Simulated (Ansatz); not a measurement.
Geometry optimisation, RKS PBE-D4/def2-SVP (Ansatz 0.2.0).

input.yaml

```yaml
crystal:
  periodic: [false, false, false]
  atoms:
    - { symbol: B, position_ang: [-0.069214, -0.451458, -0.414487] }
    - { symbol: Cl, position_ang: [-0.156373, 0.120601, 2.595862] }
    - { symbol: H, position_ang: [0.943412, 0.203582, -0.379463] }
    - { symbol: Cl, position_ang: [-1.564394, 0.221743, -1.07948] }
    - { symbol: O, position_ang: [-0.018721, -1.776587, -0.018927] }
    - { symbol: H, position_ang: [-0.884214, -2.216351, -0.136805] }
    - { symbol: H, position_ang: [0.165404, -1.06273, 2.0623] }
basis:
  gaussian: { orbitals: def2-SVP }
hamiltonian:
  xc: pbe
  dispersion: d4
relax:
  f_tol: 0.03
  max_steps: 50
```

Command:

```bash
$ ansatz run input.yaml --threads 1 --pin off --max-ram 2048MiB --backend cpu --events-out ev --progress --plain --runs-dir out
```

Question: Where does it end, and by what steps?

Answer: The forces met the threshold. The force dipped under the threshold on the way, but the program's further checks kept it going. After 31 steps the energy has fallen by 0.088 eV; Cl4 moved furthest, 1.41 Å.

| step | energy less start (eV) | largest force component (eV/Å) | accepted |
| --- | --- | --- | --- |
| 0 | 0.0000 | 0.840 | yes |
| 2 | -0.0270 | 0.858 | yes |
| 4 | -0.0611 | 0.455 | yes |
| 6 | -0.0726 | 0.106 | yes |
| 8 | -0.0745 | 0.036 | yes |
| 10 | -0.0760 | 0.010 | yes |
| 12 | -0.0771 | 0.057 | yes |
| 14 | -0.0783 | 0.118 | yes |
| 16 | -0.0766 | 0.234 | no |
| 18 | -0.0817 | 0.070 | yes |
| 20 | -0.0832 | 0.074 | yes |
| 22 | -0.0849 | 0.027 | yes |
| 24 | -0.0859 | 0.035 | yes |
| 26 | -0.0865 | 0.038 | yes |
| 28 | -0.0873 | 0.095 | yes |
| 30 | -0.0881 | 0.008 | yes |
| 31 | -0.0884 | 0.020 | yes |

```xyz
7
Properties=species:S:1:pos:R:3
B -0.241 -0.333 -0.575
Cl 0.635 -0.497 3.198
H 0.496 0.570 -0.261
Cl -0.960 -0.396 -2.189
O -0.513 -1.304 0.337
H -1.121 -1.997 0.011
H 0.120 -1.004 2.107
```

Whether the end is a true minimum wasn't checked by a vibrational analysis.

Run time: 62 s on 1 thread of Arm Neoverse V2, on a shared host, peak memory 0.14 GiB.
